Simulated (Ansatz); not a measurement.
Cost and result up the ladder for the cluster PtAu₂ (the lowest singlet isomer of a short search) (3 atoms). Charge 0, multiplicity 1. Geometry: B3LYP-D4/def2-TZVP.

```xyz
3

Pt    1.340   -0.446   -0.236
Au   -0.166    1.394    0.767
Au   -1.174   -0.948   -0.530
```

Ansatz on 2 threads of Arm Neoverse V1 on a shared host. Times are rough, and most runs start from the orbitals of an earlier one. ωB97X-V/def2-TZVP serves as the yardstick here, not as an exact answer. Differences are given only for rows in sets of like size (and for xTB, whose basis is part of the method), since another set adds its own error. Binding counts from free atoms at the same level (Pt triplet, Au doublet; other spins of the atoms weren't run), without zero-point energy or a counterpoise term.

In the def2 sets Au, Pt take a core potential; there is no spin–orbit coupling. The structure comes from a short search, and lower isomers may exist.

Run but left out: HF/def2-TZVP, PBE-QIDH/def2-TZVP, CCSD(T)/def2-TZVP (restricted singlet, unstable towards broken spin symmetry); BHLYP-D4/def2-TZVP, B2PLYP/def2-TZVP (restricted singlet, unstable in another Hartree–Fock run and untested here).

```json
{"level": "LDA (SPW92)/def2-TZVP", "functions": "120", "wall time": "1.2 s", "binding energy per atom (eV)": "2.03", "difference from ωB97X-V/def2-TZVP (eV)": "0.72", "remarks": "restricted, untested"}
{"level": "PBE-D4/def2-SVP", "functions": "96", "wall time": "1.9 s", "binding energy per atom (eV)": "1.58", "difference from ωB97X-V/def2-TZVP (eV)": "–", "remarks": "restricted, untested"}
{"level": "revPBE-D4/def2-TZVP", "functions": "120", "wall time": "2.2 s", "binding energy per atom (eV)": "1.48", "difference from ωB97X-V/def2-TZVP (eV)": "0.17", "remarks": "restricted, untested"}
{"level": "PBE0-D4/def2-SVP", "functions": "96", "wall time": "2.2 s", "binding energy per atom (eV)": "1.34", "difference from ωB97X-V/def2-TZVP (eV)": "–", "remarks": "–"}
{"level": "BLYP-D4/def2-TZVP", "functions": "120", "wall time": "2.5 s", "binding energy per atom (eV)": "1.49", "difference from ωB97X-V/def2-TZVP (eV)": "0.18", "remarks": "restricted, untested"}
{"level": "PBE-D4/def2-TZVPD", "functions": "129", "wall time": "2.6 s", "binding energy per atom (eV)": "1.64", "difference from ωB97X-V/def2-TZVP (eV)": "0.32", "remarks": "restricted, untested"}
{"level": "PBE-D4/def2-TZVP", "functions": "120", "wall time": "2.7 s", "binding energy per atom (eV)": "1.62", "difference from ωB97X-V/def2-TZVP (eV)": "0.31", "remarks": "–"}
{"level": "PBE0-D4/def2-TZVPD", "functions": "129", "wall time": "3.5 s", "binding energy per atom (eV)": "1.40", "difference from ωB97X-V/def2-TZVP (eV)": "0.09", "remarks": "–"}
{"level": "PBE0-D4/def2-TZVP", "functions": "120", "wall time": "4.3 s", "binding energy per atom (eV)": "1.39", "difference from ωB97X-V/def2-TZVP (eV)": "0.07", "remarks": "–"}
{"level": "r2SCANh-D4/def2-TZVP", "functions": "120", "wall time": "5.5 s", "binding energy per atom (eV)": "1.48", "difference from ωB97X-V/def2-TZVP (eV)": "0.17", "remarks": "–"}
{"level": "r2SCAN-D4/def2-TZVP (with forces)", "functions": "120", "wall time": "6 s", "binding energy per atom (eV)": "1.58", "difference from ωB97X-V/def2-TZVP (eV)": "0.26", "remarks": "–"}
{"level": "PBE0-D4/def2-QZVPP", "functions": "264", "wall time": "8.5 s", "binding energy per atom (eV)": "1.43", "difference from ωB97X-V/def2-TZVP (eV)": "–", "remarks": "–"}
{"level": "B97M-V/def2-TZVP", "functions": "120", "wall time": "10 s", "binding energy per atom (eV)": "1.47", "difference from ωB97X-V/def2-TZVP (eV)": "0.16", "remarks": "–"}
{"level": "ωB97X-V/def2-TZVP (with forces)", "functions": "120", "wall time": "15 s", "binding energy per atom (eV)": "1.31", "difference from ωB97X-V/def2-TZVP (eV)": "0.00", "remarks": "–"}
```
